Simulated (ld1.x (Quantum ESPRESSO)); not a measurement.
# What one change does to a pseudopotential (Se, TM)

| Quantity | Value |
| --- | --- |
| Element | selenium (Se) |
| Generator | ld1.x (Quantum ESPRESSO) 7.5 |
| Type | norm-conserving Troullier–Martins (Kleinman–Bylander form) |
| Functional | PBE |
| Relativity | scalar-relativistic |
| Frozen core | [Ar] 3d10 |
| Valence charge | 6 |
| Reference configuration | 4s2 4p3.5 (charge +0.5) |
| Partial waves | 4s (bound): rc 1.65 bohr; 4d channel at -0.15 Ry: rc 1.50 bohr; 4p (bound): rc 1.60 bohr |
| Local potential | the p channel |
| Core correction | Bessel-smoothed model core inside 1.15 bohr |

All-electron outer shells of the reference configuration (PBE, scalar-relativistic, ld1.x):

```tsv
shell	level (eV)	outermost node (bohr)	outermost maximum (bohr)
4s	-21.90	0.70	1.51
4p	-10.79	0.74	1.77
```

Change: fully relativistic.

Cutoffs: the cutoffs (Ry, on a coarse ladder) from which the occupation-weighted sum of valence levels, in a spherical-Bessel basis at the reference potential, stays within 10 and 1 mRy of its value at 400 Ry; they do not see the model core or the augmentation charge, which bear on the density cutoff. Errors are all-electron minus pseudo energies relative to the spin-unpolarised reference configuration.

What does the change do?

The potential gets neither clearly harder nor softer (40 Ry and 55 Ry → 40 Ry and 55 Ry); both files keep a bound ghost (d); the miss of the reference levels goes from 0.00 to 0.28 eV; of the 7 tests that both files solve, the error grows in 4 and shrinks in 2 by more than 15 % and 0.3 meV (median size 7.0 → 2.8 meV). In the changed file the local p channel has no projectors, so it cannot carry the spin–orbit splitting, and the file is wrong for that shell.

| quantity | base | changed |
| --- | --- | --- |
| cutoff, loose | 40 Ry | 40 Ry |
| cutoff, tight | 55 Ry | 55 Ry |
| bound ghosts | d | d5/2, d3/2 |
| largest miss of a reference level, eV | 0.00 | 0.28 |
| error for 4s2 4p4, meV [ΔE -4.31 eV] | +0.6 | -1.7 |
| error for 4s2 4p3, meV [ΔE 6.54 eV] | -1.3 | +1.4 |
| error for 4s2 4p2, meV [ΔE 26.88 → 26.89 eV] | -12 | -2.8 |
| error for 4s1 4p5, meV [ΔE 6.57 → 6.56 eV] | -7.0 | -12 |
| error for 4s2 4p0, meV [ΔE 99.94 → 99.96 eV] | -174 | -145 |
| error for 4s2 4p4.3, meV [ΔE -5.90 eV] | +0.9 | -2.7 |
| error for 4s0 4p6, meV [ΔE 17.65 → 17.64 eV] | -29 | -37 |
| s: phases at 1.81 bohr within 0.05 rad from the reference energy up to (Ry; the scan ends near 5) | to the end of the scan | to the end of the scan |

 A true bound ghost makes a file unfit for plane-wave use even where its test errors are small: the radial tests pick states by their node count and pass the ghost by.
